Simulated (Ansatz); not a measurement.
Geometry optimisation, RKS PBE0/STO-3G in Ansatz.

Input:

```yaml
crystal:
  periodic: [false, false, false]
  atoms:
    - { symbol: C, position_ang: [-0.755, -1.1024, 1.7006] }
    - { symbol: S, position_ang: [0.14, 0.3306, 2.3793] }
    - { symbol: B, position_ang: [1.0198, 0.7099, 0.7556] }
    - { symbol: O, position_ang: [2.0342, 0.3051, -0.3077] }
    - { symbol: Si, position_ang: [0.8261, 1.1848, -1.1684] }
    - { symbol: "N", position_ang: [-0.1842, 0.0894, -2.1194] }
    - { symbol: H, position_ang: [-0.0918, -1.8205, 1.2698] }
    - { symbol: H, position_ang: [-1.4578, -0.6753, 0.896] }
    - { symbol: H, position_ang: [-1.397, -1.5066, 2.5409] }
    - { symbol: H, position_ang: [1.5399, 2.2532, -1.8548] }
    - { symbol: H, position_ang: [0.14942, -0.87009, -1.9443] }
    - { symbol: H, position_ang: [0.01781, 0.29964, -3.12778] }
basis:
  gaussian: { orbitals: STO-3G }
hamiltonian:
  xc: pbe0
relax:
  f_tol: 0.015
  max_steps: 40
```

Run as:

```bash
$ ansatz run input.yaml --threads 1 --pin off --max-ram 2048MiB --backend cpu --events-out ev --progress --plain --runs-dir out
```

Where does it end, and by what steps?

The forces met the threshold. The force dipped under the threshold on the way, but the program's further checks kept it going. Limits of this set-up: minimal basis. After 31 steps the energy has fallen by 2.143 eV; H10 moved furthest, 1.37 Å.

```
step  energy less start (eV)  largest force component (eV/Å)  accepted
   0                  0.0000                           5.213       yes
   2                 -1.4994                           0.958       yes
   4                 -1.6924                           0.948       yes
   6                 -1.9033                           0.963       yes
   8                 -2.0672                           0.652       yes
  10                 -2.1172                           0.603       yes
  12                 -2.1352                           0.130       yes
  14                 -2.1377                           0.037       yes
  16                 -2.1395                           0.057       yes
  18                 -2.1372                           0.336        no
  20                 -2.1411                           0.022       yes
  22                 -2.1385                           0.131        no
  24                 -2.1420                           0.031       yes
  26                 -2.1422                           0.009       yes
  28                 -2.1428                           0.061       yes
  30                 -2.1431                           0.012       yes
  31                 -2.1431                           0.009       yes
```

```xyz
12
Properties=species:S:1:pos:R:3
C -0.898 -0.917 2.070
S 0.887 -0.557 1.999
B 0.975 0.223 0.428
O 1.985 0.769 -0.300
Si 0.424 0.906 -1.201
N 0.416 0.027 -2.700
H -1.213 -1.590 1.262
H -1.502 -0.002 2.015
H -1.109 -1.409 3.028
H 0.212 2.303 -1.502
H 0.657 -0.980 -2.624
H 1.009 0.426 -3.455
```

Whether the end is a true minimum wasn't checked by a vibrational analysis.

The run took 110 s on 1 thread of Intel(R) Xeon(R) Processor @ 2.70GHz, with other jobs on the host, peak memory 0.22 GiB.
